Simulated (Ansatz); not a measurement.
Cost and result for the atomization energy of `[OH][Sn]([F])[Cl]` radical (5 atoms, 4 bonds).

```
atom   x (Å)   y (Å)   z (Å)
  O1   0.530   1.290   0.261
 Sn2   0.288  -0.474  -0.557
  F3  -0.026  -1.625   0.956
 Cl4  -1.668  -0.410  -1.819
  H5   0.876   1.219   1.158
```

The species carries charge 0 and has multiplicity 2. Correlated methods include outer-core shells of Sn, which these sets cover unevenly. Sn takes the def2 core potential. All single points use the PBE0-D4/def2-TZVP geometry. It is one conformer, not always the lowest. Program: Ansatz. All runs use 4 threads of an Intel Xeon Platinum 8488C on a shared host. Times are those of one run each, without the atoms' runs, and a repeat can differ threefold. Electronic energies, without spin–orbit coupling; frozen cores. CCSD(T)/CBS adds CCSD(T) − MP2 in def2-TZVPP to the MP2 limit, and its time is that of the two runs behind it. T1 = 0.018; ⟨S²⟩ of the reference is 0.76. With those shells the extrapolation isn't a true limit. B3LYP takes the VWN-RPA correlation (the form of Gaussian; ORCA's B3LYP/G).

CCSD(T)/CBS is a level of theory with its own doubt, some kJ/mol a heavy atom from the limit and from the frozen cores, so smaller differences don't rank the functionals.

```
                             level  functions  wall time  atomization (kJ/mol)  difference from CCSD(T)/CBS  per bond
                BLYP-D4/def2-TZVPP        168      1.2 s                1546.4                          4.1       1.0
              revPBE-D4/def2-TZVPP        168      1.3 s                1523.5                        -18.8      -4.7
               BHLYP-D4/def2-TZVPP        168      2.2 s                1410.2                       -132.1     -33.0
                PBE0-D4/def2-TZVPP        168      2.2 s                1504.1                        -38.2      -9.5
 B3LYP-D4/def2-TZVPP (with forces)        168      2.4 s                1507.8                        -34.5      -8.6
r2SCAN-D4/def2-TZVPP (with forces)        168      2.9 s                1545.7                          3.4       0.8
               PBE-QIDH/def2-TZVPP        168        3 s                1485.0                        -57.3     -14.3
             r2SCANh-D4/def2-TZVPP        168      3.4 s                1514.5                        -27.8      -7.0
                  CCSD(T)/def2-SVP         77      4.6 s                1343.5                       -198.8     -49.7
  ωB97M-V/def2-TZVPP (with forces)        168      6.5 s                1522.5                        -19.8      -4.9
                    MP2/def2-QZVPP        296      7.5 s                1578.0                         35.7       8.9
                CCSD(T)/def2-TZVPP        168      100 s                1465.1                        -77.2     -19.3
                 CCSD(T)/CBS(def2)          –      110 s                1542.3                          0.0       0.0
```

From r2SCAN to r2SCAN0 (25 % exact exchange), in def2-TZVPP and without D4, the atomization energy moves by −75.8 kJ/mol: exact exchange takes away binding that semilocal exchange gives to molecules. Leaving LDA and LC-ωPBE aside and taking each functional with its dispersion term where it has one, the values, not all of them listed here, spread over 176.5 kJ/mol, from BHLYP-D4 to PBE-D4. LDA lies +260.7 kJ/mol from PBE without D4, its usual overbinding. In def2-TZVPP, CCSD(T) changes the Hartree–Fock value by +502.7 kJ/mol (the triples alone add +43.7 kJ/mol) and MP2 by +567.5 kJ/mol; breaking electron pairs costs correlation energy, which Hartree–Fock lacks.

Spin–orbit coupling would lower the free Sn atoms strongly, and the atomization energy with them, by more than many differences here. For some Ge, Se and Sn compounds the MP2-based and the directly extrapolated limit differ by 10 to 25 kJ/mol.
